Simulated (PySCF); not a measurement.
C₂H₅FOSi₂, SMILES O=C1C[SiH2][Si@@H]1F.

The structure is a stationary point at B3LYP-D3(BJ)/def2-SVP. The structure was generated by enumeration; whether it is a known compound was not checked.

Two levels are set side by side: TDA-PBE/def2-SVPD (PySCF) and TDA-M06-2X/def2-SVPD (PySCF). Vertical, same geometry. The lowest singlet is HOMO→LUMO 99 % with PBE and HOMO→LUMO 86 % with the other functional; states are paired by order. Differences are taken from unrounded values.

```json
[
 {"quantity": "lowest singlet excitation (eV)", "TDA-M06-2X": "2.84", "TDA-PBE": "2.68", "TDA-PBE minus TDA-M06-2X": "-0.16"},
 {"quantity": "lowest triplet excitation (TDA) (eV)", "TDA-M06-2X": "2.36", "TDA-PBE": "2.14", "TDA-PBE minus TDA-M06-2X": "-0.22"},
 {"quantity": "first bright state (f over 0.05) (eV)", "TDA-M06-2X": "6.20", "TDA-PBE": "5.60", "TDA-PBE minus TDA-M06-2X": "-0.60"},
 {"quantity": "its oscillator strength", "TDA-M06-2X": "0.06", "TDA-PBE": "0.06", "TDA-PBE minus TDA-M06-2X": "0.00"}
]
```

A lower first singlet is the usual sign of a functional without exact exchange. Differences between two approximate levels are no errors against the true value.

Rough cost on one machine, each run with all the roots and properties that it gave: TDA-M06-2X against TDA-PBE about 9 times.
